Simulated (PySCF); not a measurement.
# Spinor energies of Os⁺ (osmium, charge +1)

Start: [Xe] 4f14 5d6 6s1; 5d3/2 filled at m_j = -3/2, -1/2, +1/2, +3/2; 5d5/2 filled at m_j = +3/2, +5/2; 6s1/2 filled at m_j = +1/2. Calculated with PySCF 2.14 in x2c-TZVPall-2c with one added diffuse shell each of s, p, d type (12s12p11d2f, 117 functions): generalised Hartree-Fock with the X2C-1e Hamiltonian and a Gaussian nucleus; one run each with spin-orbit coupling (SO) switched off, then screened by Boettger's factors.

```csv
spinor shell,electrons,"ε, spin-free (eV)","ε, screened SO (eV)",weight of nominal j (screened SO),"rms radius, screened SO (bohr)"
1s1/2,2,-74287.4,-74262.3,1.000,0.0201
2s1/2,2,-13090.6,-13082.6,1.000,0.0809
2p1/2,2,-11406.3,-12503.6,1.000,0.0687
2p3/2,4,-11406.3,-10966.6,1.000,0.0764
3s1/2,2,-3117.4,-3114.6,1.000,0.207
3p1/2,2,-2614.5,-2856.2,1.000,0.198
3p3/2,4,-2614.5,-2515.6,1.000,0.214
3d3/2,4,-2045.4,-2088.0,1.000,0.188
3d5/2,6,-2045.4,-2014.6,1.000,0.193
4s1/2,2,-698.34,-697.35,1.000,0.459
4p1/2,2,-530.51,-587.78,1.000,0.466
4p3/2,4,-530.51,-506.72,1.000,0.499
4d3/2,4,-317.77,-326.64,0.999,0.519
4d5/2,6,-317.77,-310.94,1.000,0.531
5s1/2,2,-115.97,-115.70,1.000,1.08
5p1/2,2,-70.213,-80.688,0.687,1.07
4f5/2,6,-79.195,-80.374,0.895,0.687
4f7/2,8,-79.195,-77.402,0.991,0.611
5d3/2,4,-20.414,-20.366,0.717,1.86
5d5/2,2,-20.414,-20.453,0.840,1.89
6s1/2,1,-16.357,-16.339,0.990,3.01
```

Task: Where does 5p3/2 lie, and what is the 5p spin-orbit splitting (screened SO)?

Result: At -65.617 eV, 15.071 eV above 5p1/2.

```tsv
quantity	spin-free	screened SO
E (hartree)	-17240.78590	-17263.50285
M_J	9/2	9/2
⟨J²⟩	24.760	24.774
⟨L²⟩	6.005	6.588
⟨S²⟩	8.755	8.546
```

Each row is a mean over spinors that exchange with the open shell spreads, by up to 7.729 eV (5p3/2).

Rows whose weight is well below 1 are mixtures of j = l ± 1/2: exchange outweighs spin-orbit coupling there, and the label is only the starting occupation.

Breit and QED terms are absent; they matter most for the inner s and p1/2 levels.

Densities and radii are taken from the X2C orbitals without a picture-change correction, which distorts them close to the nucleus.

Without spin-orbit coupling the j labels of p, d and f shells carry no meaning; the spin-free column gives the mean over the occupied spinors of each nl shell.
